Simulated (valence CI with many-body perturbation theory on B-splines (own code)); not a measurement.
## E1 line list for Eu13+

Level of theory: configuration interaction combined with many-body perturbation theory (CI+MBPT): four valence electrons over a frozen Dirac-Fock core [Kr] 4d10, a basis of 8 s, 8 p, 9 d, 9 f, 6 g, 3 h, 2 i functions for each j, with the one-electron correlation potential Σ1 (screened to all orders), the two-electron term Σ2, the three-electron term Σ3, Breit, model QED; selected single and double excitations, second order for the rest (own B-spline code, finite nucleus).

No measured spectrum was set against this ion. As an estimate, terms of the open shell hold to a few per cent of their energy, and close levels can change places; configurations with another count of f electrons can be misplaced by thousands of cm⁻¹. Core correlation moves these levels by up to 37000 cm⁻¹, and in measured spectra 5 to 20 % of such shifts remained as error; rates that hang on mixing are uncertain with them.

Lines 51 to 100 of 208 in falling wavelength, among levels below 79358 cm⁻¹, chosen from the strongest by gf and those to the six lowest levels. Wavelengths and rates use the calculated energies, so an error of 2000 cm⁻¹ moves a line at 3295 Å by 6.6 % and its rate by three times that or more. Electric multipoles are in the length gauge, E1 and E2 with the static RPA response of the core. Weak lines are less certain than strong ones. Lines between different terms over intervals too small for the method are left out, as are lines whose strength nearly cancels. Where a level lies close to another of its J and parity, the split of strength between their lines is uncertain. The highest levels of a list are the least certain.

Names give the largest LS component (configuration and term), which can be under half, so a name can repeat, a term be missing and a line seem to break the LS rules; names also repeat where a configuration has a term twice. Letters in brackets count levels of one name in rising energy.

```
λ vac (Å)             Upper         Lower   A (s⁻¹)  log gf  Branch %
     3295      4f3.5s 5F°_2  4f2.5s2 3F_3  9.58e+01   -6.11      47.5
     3230      4f3.5s 3P°_2  4f2.5s2 1D_2  7.92e+02   -5.21      23.8
     3181      4f3.5s 5D°_2  4f2.5s2 3P_1  1.10e+03   -5.08      21.0
     3170      4f3.5s 5F°_3  4f2.5s2 3F_4  1.79e+01   -6.72      19.3
     3129      4f3.5s 5D°_1  4f2.5s2 3P_1  1.86e+01   -7.09       0.5
     3124      4f3.5s 5F°_3  4f2.5s2 3F_3  4.30e+01   -6.36      46.3
     3118      4f3.5s 1D°_2  4f2.5s2 3P_2  2.72e+03   -4.70      18.9
     3101      4f3.5s 3D°_1  4f2.5s2 1D_2  1.04e+02   -6.35       2.0
     3068      4f3.5s 5D°_0  4f2.5s2 3P_1  1.11e+03   -5.80      99.9
     3046      4f3.5s 5F°_4  4f2.5s2 3F_4  1.77e+00   -7.65       0.2
     3027      4f3.5s 5F°_1  4f2.5s2 3F_2  3.94e+02   -5.79     100.0
     3026  4f3.5s 3I°_6 [a]  4f2.5s2 3H_6  7.67e+00   -6.86       1.8
     3015      4f3.5s 1P°_1  4f2.5s2 3P_2  1.17e+03   -5.32      16.9
     3003      4f3.5s 5F°_4  4f2.5s2 3F_3  3.14e+02   -5.42      34.9
     3003      4f3.5s 5S°_2  4f2.5s2 3F_3  4.41e-02   -9.53       0.2
     2995  4f3.5s 3I°_5 [a]  4f2.5s2 3H_5  9.95e+00   -6.83       2.0
     2988      4f3.5s 5F°_5  4f2.5s2 3F_4  7.94e+02   -4.93      52.8
     2953      4f3.5s 5D°_1  4f2.5s2 3P_0  1.13e+03   -5.35      29.7
     2922      4f3.5s 5F°_2  4f2.5s2 3F_2  1.06e+02   -6.17      52.4
     2885      4f3.5s 3H°_4  4f2.5s2 3F_4  1.13e+02   -5.90       3.7
     2871  4f3.5s 3G°_5 [b]  4f2.5s2 1I_6  3.36e+02   -5.34       4.0
     2847      4f3.5s 3H°_4  4f2.5s2 3F_3  3.07e+01   -6.47       1.0
     2828      4f3.5s 3D°_3  4f2.5s2 1D_2  1.12e+02   -6.03       4.0
     2819      4f3.5s 1D°_2  4f2.5s2 3P_1  5.55e+02   -5.48       3.8
     2803      4f3.5s 3P°_1  4f2.5s2 1D_2  1.58e+03   -5.25      25.2
     2787      4f3.5s 5F°_3  4f2.5s2 3F_2  2.37e+01   -6.71      25.6
     2786      4f3.5s 5F°_5  4f2.5s2 3H_6  2.50e+01   -6.49       1.7
     2772  4f3.5s 3G°_3 [b]  4f2.5s2 1D_2  1.70e+01   -6.86       0.2
     2755  4f3.5s 3I°_6 [b]  4f2.5s2 1I_6  4.83e+02   -5.15       2.3
     2751  4f3.5s 3I°_5 [b]  4f2.5s2 1I_6  2.95e+02   -5.43       2.4
     2696      4f3.5s 3H°_5  4f2.5s2 3F_4  1.95e+02   -5.63       7.3
     2690      4f3.5s 5S°_2  4f2.5s2 3F_2  8.49e+00   -7.34      34.8
     2682      4f3.5s 5G°_5  4f2.5s2 1G_4  2.03e+02   -5.62      20.7
     2664      4f3.5s 3L°_7  4f2.5s2 1I_6  5.04e+02   -5.09      27.4
     2634      4f3.5s 3D°_2  4f2.5s2 1D_2  3.40e+03   -4.75      71.8
     2623  4f3.5s 3I°_7 [a]  4f2.5s2 3H_6  2.35e+02   -5.44      97.9
     2612      4f3.5s 1H°_5  4f2.5s2 1G_4  3.44e+01   -6.41       0.7
     2598  4f3.5s 3I°_7 [b]  4f2.5s2 1I_6  1.99e+01   -6.52       0.1
     2587  4f3.5s 3I°_6 [a]  4f2.5s2 3H_5  4.05e+02   -5.28      96.7
     2560  4f3.5s 3I°_5 [a]  4f2.5s2 3H_4  3.88e+02   -5.38      79.5
     2556      4f3.5s 5G°_2  4f2.5s2 3F_3  8.35e+00   -7.39      39.5
     2534      4f3.5s 5G°_3  4f2.5s2 3F_4  6.58e-01   -8.35       0.1
     2531      4f3.5s 3H°_5  4f2.5s2 3H_6  4.63e+00   -7.31       0.2
     2508      4f3.5s 5D°_2  4f2.5s2 1D_2  7.06e+02   -5.48      13.5
     2505      4f3.5s 5G°_3  4f2.5s2 3F_3  1.19e+01   -7.10       1.2
     2481      4f3.5s 5D°_3  4f2.5s2 1D_2  4.24e+02   -5.56      13.4
     2447      4f3.5s 5F°_4  4f2.5s2 3H_5  4.96e+00   -7.40       0.6
     2440      4f3.5s 3F°_4  4f2.5s2 1G_4  2.40e+03   -4.72      79.7
     2410      4f3.5s 5F°_5  4f2.5s2 3H_5  5.94e+02   -5.24      39.5
     2406      4f3.5s 5G°_4  4f2.5s2 3F_4  1.13e-01   -9.05       0.0
```

(1) How does gf follow from A for the line at 2803 Å?

## Answers

(1) gf = 1.4992 × (2J+1)_upper × A / σ², with σ = 35674 cm⁻¹ and 2J+1 = 3: gf = 5.58e-06.
